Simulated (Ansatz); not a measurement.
**A geometry optimisation of CH10N2Si2 with r2SCAN-D4/def2-SVP**

The starting geometry of this gas-phase singlet was optimised with GFN2-xTB; its bonds are those of `CN([SiH3])[SiH2]N`.

```xyz
15

C    -1.2484    0.7826    1.6951
N    -0.9189    0.0757    0.4718
N    -3.5784    0.0573   -0.2660
Si    0.7678   -0.0354    0.1015
Si   -2.1655   -0.9315   -0.1978
H    -1.0359    0.1735    2.5792
H    -2.3052    1.0390    1.7042
H    -0.6625    1.6997    1.7700
H     1.4812   -0.9066    1.0476
H     1.3107    1.3241    0.2049
H     0.8791   -0.5579   -1.2548
H    -2.5474   -2.0428    0.6802
H    -1.6342   -1.4115   -1.4747
H    -4.4448   -0.3798   -0.5345
H    -3.5007    0.9606   -0.7078
```

Q: Predict what becomes of its bonds when it is optimised with r2SCAN-D4/def2-SVP.

A: It keeps its bonds, and is `CN([SiH3])[SiH2]N`.

The energy falls by 0.16 eV over 12 steps:

```
step  E − E(last) (eV)
   1             0.156
   2             0.035
   3             0.018
   5             0.003
   6             0.001
   7             0.001
   8             0.000
  10             0.000
  11             0.000
  12             0.000
```

Final geometry (Å):

```xyz
15

C    -1.2312    0.7066    1.8007
N    -0.9069    0.0030    0.5532
N    -3.5648    0.1196   -0.4446
Si    0.7747   -0.0089    0.0861
Si   -2.1892   -0.8974   -0.2177
H    -0.9603    0.1216    2.7004
H    -2.3110    0.9225    1.8429
H    -0.7039    1.6757    1.8605
H     1.6388   -0.7336    1.0749
H     1.2895    1.3965    0.0182
H     0.9071   -0.6640   -1.2456
H    -2.7213   -2.0207    0.6182
H    -1.5635   -1.4546   -1.4557
H    -4.5034   -0.2343   -0.2977
H    -3.5575    0.9147   -1.0749
```

The end wasn't checked by frequencies. Run with Ansatz 0.2.0, 47 s on 2 threads of Intel(R) Xeon(R) Processor @ 2.70GHz, with other jobs on the host.
